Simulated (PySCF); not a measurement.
# UHF on F³⁺ (fluorine, charge +3)

Configuration: [He] 2s2 2p2, high-spin 3P determinant. Computed with PySCF 2.14 in aug-cc-pCVTZ-DK with one added diffuse shell each of s, p, d, f type (8s7p5d3f, 75 functions), with the spin-free X2C one-electron Hamiltonian (Gaussian nucleus).

| Property | Result |
| --- | --- |
| Total energy | -95.405533 hartree |
| One-electron energy | -118.2700 hartree |
| Hartree (Coulomb) energy | 31.3416 hartree |
| Exchange energy | -8.4772 hartree |
| ⟨S²⟩ | 2.0034 |
| ⟨L²⟩ | 2.006 |
| Sum of ⟨r⟩ | 3.746 bohr |
| Sum of ⟨r²⟩ | 3.562 bohr² |
| Traceless quadrupole moment −½Σ⟨3z² − r²⟩ along its main axis | 0.331 e·bohr² |
| Langevin diamagnetic susceptibility | -2.82 ×10⁻⁶ cm³/mol |

| shell | electrons | mean orbital energy (eV) | rms radius, mean of both spins (bohr) |
| --- | --- | --- | --- |
| 1s α | 1 | -798.43 | 0.203 |
| 1s β | 1 | -794.74 | 0.203 |
| 2s α | 1 | -108.37 | 0.957 |
| 2s β | 1 | -96.280 | 0.957 |
| 2p α | 2 | -88.060 | 0.907 |

Spin-orbit constants ζ (cm⁻¹) from the X2C one-electron operator on these orbitals: bare nucleus, nucleus screened by l(l+1)(2l+1)/3 electrons, and screened by the Breit-Pauli mean field of the electrons.

| shell | bare | screened nucleus | mean field |
| --- | --- | --- | --- |
| 2p | 619.1 | 481.5 | 428.0 |

To first order the Landé constant is A = 214.0 cm⁻¹, so the lowest level has J = 0 and lies 0.0531 eV below the centre of the term. This holds in LS coupling only.
